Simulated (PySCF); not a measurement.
C2H6BO2, doublet, geometry from GFN2-xTB, with bond 6-1 at 1.3 times its length; B3LYP/STO-3G (PySCF).

Here is a job for PySCF.
```python
from pyscf import gto, scf, dft

mol = gto.Mole()
mol.atom = '''
    C     1.946450    0.597998    0.284733
    O     1.316333   -0.633907   -0.071858
    B     0.003324   -0.818345   -0.209059
    O    -0.875853    0.206966   -0.018064
    C    -2.271671    0.137859   -0.111246
    H     0.982765    1.626912    0.424485
    H     2.476578    0.451503    1.227108
    H     2.659331    0.855085   -0.500026
    H    -2.702554   -0.030009    0.880691
    H    -2.632898    1.093220   -0.498285
    H    -2.594751   -0.667155   -0.777970
'''
mol.basis = 'sto-3g'
mol.charge = 0
mol.spin = 1
mol.verbose = 4
mol.build()

mf = dft.UKS(mol)
mf.xc = 'b3lyp'
mf.init_guess = 'atom'
mf.kernel()
mf.analyze()
```

Write the output that PySCF gives for this input, abridged.


```
PySCF version 2.14.0

[INPUT] verbose = 4
[INPUT] num. atoms = 11
[INPUT] num. electrons = 39
[INPUT] charge = 0
[INPUT] spin (= nelec alpha-beta = 2S) = 1
[INPUT] symmetry False subgroup None
[INPUT] Mole.unit = angstrom
[INPUT] Symbol           X                Y                Z      unit          X                Y                Z       unit  Magmom
[...]
nuclear repulsion = 163.149534288186
number of shells = 21
number of NR pGTOs = 93
number of NR cGTOs = 31
basis = sto-3g
ecp = {}

******** <class 'pyscf.dft.uks.UKS'> ********
method = UKS
initial guess = atom
damping factor = 0
level_shift factor = 0
DIIS = <class 'pyscf.scf.diis.CDIIS'>
diis_start_cycle = 1
diis_space = 8
diis_damp = 0
SCF conv_tol = 1e-09
SCF conv_tol_grad = None
SCF max_cycles = 50
direct_scf = True
direct_scf_tol = 1e-13
number electrons alpha = 20  beta = 19
XC library pyscf.dft.libxc version 7.1.2
    S. Lehtola, C. Steigemann, M. J. T. Oliveira, and M. A. L. Marques,  SoftwareX 7, 1–5 (2018)
XC functionals = b3lyp
    P. J. Stephens, F. J. Devlin, C. F. Chabalowski, and M. J. Frisch,  J. Phys. Chem. 98, 11623 (1994)
radial grids:
    Treutler-Ahlrichs [JCP 102, 346 (1995); DOI:10.1063/1.469408] (M4) radial grids

becke partition: Becke, JCP 88, 2547 (1988); DOI:10.1063/1.454033
pruning grids: <function nwchem_prune>
grids dens level: 3
symmetrized grids: False
atomic radii adjust function: <function treutler_atomic_radii_adjust>
small_rho_cutoff = 0
Set gradient conv threshold to 3.16228e-05
Spherically averaged atomic HF for {'C', 'B', 'O', 'H'}

******** <class 'pyscf.scf.atom_hf.AtomSphAverageRHF'> ********
method = AtomSphAverageRHF
initial guess = minao
damping factor = 0
level_shift factor = 0
DIIS = <class 'pyscf.scf.diis.CDIIS'>
diis_start_cycle = 1
diis_space = 8
diis_damp = 0
SCF conv_tol = 1e-09
SCF conv_tol_grad = None
SCF max_cycles = 50
direct_scf = True
direct_scf_tol = 1e-13
atom = C
Set gradient conv threshold to 3.16228e-05
Initial guess from minao.
init E= -36.7517431777338
cycle= 1 E= -36.7619269638614  delta_E= -0.0102  |g|=    0  |ddm|= 0.0245
cycle= 2 E= -36.7619269638615  delta_E= -2.13e-14  |g|=    0  |ddm|= 1.91e-15
Extra cycle  E= -36.7619269638615  delta_E=    0  |g|=    0  |ddm|=    0
Atomic HF for atom  C  converged. SCF energy = -36.7619269638615

******** <class 'pyscf.scf.atom_hf.AtomSphAverageRHF'> ********
method = AtomSphAverageRHF
initial guess = minao
damping factor = 0
level_shift factor = 0
DIIS = <class 'pyscf.scf.diis.CDIIS'>
diis_start_cycle = 1
diis_space = 8
diis_damp = 0
SCF conv_tol = 1e-09
SCF conv_tol_grad = None
SCF max_cycles = 50
direct_scf = True
direct_scf_tol = 1e-13
atom = O
Set gradient conv threshold to 3.16228e-05
Initial guess from minao.
init E= -73.1764948007123
cycle= 1 E= -73.2331923193787  delta_E= -0.0567  |g|=    0  |ddm|= 0.0752
cycle= 2 E= -73.2331923193787  delta_E=    0  |g|=    0  |ddm|= 9.02e-16
Extra cycle  E= -73.2331923193787  delta_E=    0  |g|=    0  |ddm|=    0
Atomic HF for atom  O  converged. SCF energy = -73.2331923193787

******** <class 'pyscf.scf.atom_hf.AtomSphAverageRHF'> ********
method = AtomSphAverageRHF
initial guess = minao
damping factor = 0
level_shift factor = 0
DIIS = <class 'pyscf.scf.diis.CDIIS'>
diis_start_cycle = 1
diis_space = 8
diis_damp = 0
SCF conv_tol = 1e-09
SCF conv_tol_grad = None
SCF max_cycles = 50
direct_scf = True
direct_scf_tol = 1e-13
atom = B
Set gradient conv threshold to 3.16228e-05
Initial guess from minao.
init E= -23.9245780263925
cycle= 1 E= -23.9308579815754  delta_E= -0.00628  |g|=    0  |ddm|= 0.0443
cycle= 2 E= -23.9308579815754  delta_E=    0  |g|=    0  |ddm|=    0
Extra cycle  E= -23.9308579815754  delta_E=    0  |g|=    0  |ddm|=    0
Atomic HF for atom  B  converged. SCF energy = -23.9308579815754

******** 1 electron system ********
Atomic HF for atom  H  converged. SCF energy = -0.466581849557275

tot grids = 129296
init E= -251.211201061121

cycle= 1 E= -251.695929876332  delta_E= -0.485  |g|= 0.208  |ddm|= 3.21
cycle= 2 E= -251.697380938299  delta_E= -0.00145  |g|= 0.225  |ddm|= 0.533
cycle= 3 E= -251.727089338332  delta_E= -0.0297  |g|= 0.0198  |ddm|= 0.274
cycle= 4 E= -251.727302685762  delta_E= -0.000213  |g|= 0.0119  |ddm|= 0.0413
cycle= 5 E= -251.727401246648  delta_E= -9.86e-05  |g|= 0.00301  |ddm|= 0.0193
cycle= 6 E= -251.727407782299  delta_E= -6.54e-06  |g|= 0.00173  |ddm|= 0.00659
cycle= 7 E= -251.72741023538  delta_E= -2.45e-06  |g|= 0.000558  |ddm|= 0.00342
cycle= 8 E= -251.727410455249  delta_E= -2.2e-07  |g|= 0.000159  |ddm|= 0.000934
cycle= 9 E= -251.727410482095  delta_E= -2.68e-08  |g|= 2.19e-05  |ddm|= 0.000354
cycle= 10 E= -251.727410483241  delta_E= -1.15e-09  |g|= 8.94e-06  |ddm|= 7.9e-05
cycle= 11 E= -251.727410483473  delta_E= -2.31e-10  |g|= 3.7e-06  |ddm|= 3.83e-05
Extra cycle  E= -251.727410483504  delta_E= -3.17e-11  |g|= 2.18e-06  |ddm|= 1.21e-05
converged SCF energy = -251.727410483504  <S^2> = 0.75247661  2S+1 = 2.0024751
**** SCF Summaries ****
Total Energy =                        -251.727410483504457
Nuclear Repulsion Energy =             163.149534288185919
One-electron Energy =                 -667.764997133927523
Two-electron Energy =                  252.888052362237147
Two-electron Coulomb Energy =          287.320657102502139
DFT Exchange-Correlation Energy =      -34.432604740264985
**** MO energy ****
                             alpha | beta                alpha | beta
[...]
To work with the spin densities directly, `use mulliken_meta_spin()` only printing them here.

 ** Mulliken spin pop alpha/beta on meta-lowdin orthogonal AOs **
 ** Mulliken Spin Density (per AO)  **
spin_pop of  0 C 1s        0.00000
spin_pop of  0 C 2s        0.01001
spin_pop of  0 C 2px       0.01350
spin_pop of  0 C 2py       0.03611
spin_pop of  0 C 2pz       0.00543
spin_pop of  1 O 1s        0.00001
spin_pop of  1 O 2s        0.02450
spin_pop of  1 O 2px      -0.00670
spin_pop of  1 O 2py      -0.00502
spin_pop of  1 O 2pz      -0.02002
spin_pop of  2 B 1s        0.00021
spin_pop of  2 B 2s        0.34523
spin_pop of  2 B 2px       0.04240
spin_pop of  2 B 2py       0.41886
spin_pop of  2 B 2pz       0.06784
spin_pop of  3 O 1s       -0.00000
spin_pop of  3 O 2s       -0.00094
spin_pop of  3 O 2px      -0.00016
spin_pop of  3 O 2py       0.08566
spin_pop of  3 O 2pz      -0.00947
spin_pop of  4 C 1s        0.00000
spin_pop of  4 C 2s        0.00134
spin_pop of  4 C 2px      -0.00172
spin_pop of  4 C 2py       0.00049
spin_pop of  4 C 2pz       0.00059
spin_pop of  5 H 1s       -0.00461
spin_pop of  6 H 1s       -0.00267
spin_pop of  7 H 1s       -0.00264
spin_pop of  8 H 1s       -0.00091
spin_pop of  9 H 1s       -0.00024
spin_pop of  10 H 1s        0.00291
 ** Mulliken Spin Density (per atom)  **
spin density of  0 C =      0.06505
spin density of  1 O =     -0.00723
spin density of  2 B =      0.87454
spin density of  3 O =      0.07509
spin density of  4 C =      0.00070
spin density of  5 H =     -0.00461
spin density of  6 H =     -0.00267
spin density of  7 H =     -0.00264
spin density of  8 H =     -0.00091
spin density of  9 H =     -0.00024
spin density of  10 H =      0.00291
 ** Mulliken pop alpha/beta on meta-lowdin orthogonal AOs **
 ** Mulliken pop       alpha | beta **
[...]
In total            20.00000 | 19.00000
 ** Mulliken atomic charges   ( Nelec_alpha | Nelec_beta ) **
charge of  0C =     -0.01667  (     3.04086      2.97581 )
charge of  1O =     -0.08319  (     4.03798      4.04521 )
charge of  2B =     -0.02616  (     2.95035      2.07581 )
charge of  3O =     -0.09731  (     4.08620      4.01111 )
charge of  4C =     -0.03507  (     3.01789      3.01718 )
charge of  5H =      0.01766  (     0.48887      0.49348 )
charge of  6H =      0.04658  (     0.47538      0.47804 )
charge of  7H =      0.04681  (     0.47528      0.47792 )
charge of  8H =      0.04790  (     0.47559      0.47650 )
charge of  9H =      0.05037  (     0.47469      0.47493 )
charge of  10H =      0.04909  (     0.47691      0.47400 )
Dipole moment(X, Y, Z, Debye): -0.82102,  0.84565,  0.18076
```
